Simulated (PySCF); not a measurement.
Bi(Me)2(SiH3) (C2H9BiSi), SMILES [CH3][Bi]([CH3])[SiH3].

Geometry optimised at PBE-D3(BJ)/def2-SVP. The structure was generated by enumeration; whether it is a known compound was not checked. The def2 effective core potentials stand for the cores of Bi; spin–orbit coupling is left out.

These are PBE-D3(BJ)/def2-SVP (PySCF 2.14.0) values and carry that method's errors.

Frequencies are harmonic and unscaled.

```tsv
mode	ν (cm⁻¹)	IR (km/mol)	moving atoms (share of kinetic energy)
1	70	0.1	H 82 %, C 12 %
2	91	0.1	H 87 %
3	97	0.0	H 85 %, C 13 %
4	114	0.5	H 37 %, C 37 %, Si 17 %
5	114	0.3	H 56 %, C 33 %, Si 9 %
6	147	0.2	C 58 %, H 36 %
7	268	2.0	Si 78 %, Bi 13 %, H 9 %
8	438	0.1	H 67 %, C 22 %
9	440	1.4	C 54 %, H 37 %
10	449	19.3	C 54 %, H 39 %
11	457	13.1	H 68 %, C 24 %
12	671	3.4	H 89 %, C 11 %
13	715	0.3	H 86 %, C 13 %
14	729	47.9	H 85 %, C 14 %
15	765	19.1	H 82 %, C 18 %
16	817	308.9	H 91 %, Si 9 %
17	904	27.3	H 97 %
18	904	30.3	H 97 %
19	1124	6.5	H 84 %, C 16 %
20	1137	3.4	H 84 %, C 16 %
21	1378	1.1	H 94 %
22	1379	4.5	H 94 %
23	1386	5.5	H 95 %
24	1387	5.8	H 95 %
25	2125	84.1	H 99 %
26	2146	94.8	H 96 %
27	2149	90.5	H 96 %
28	2988	9.3	H 98 %
29	2990	10.4	H 98 %
30	3109	3.4	H 90 %, C 10 %
31	3110	0.7	H 90 %, C 10 %
32	3117	2.5	H 90 %, C 10 %
33	3117	2.9	H 90 %, C 10 %
```
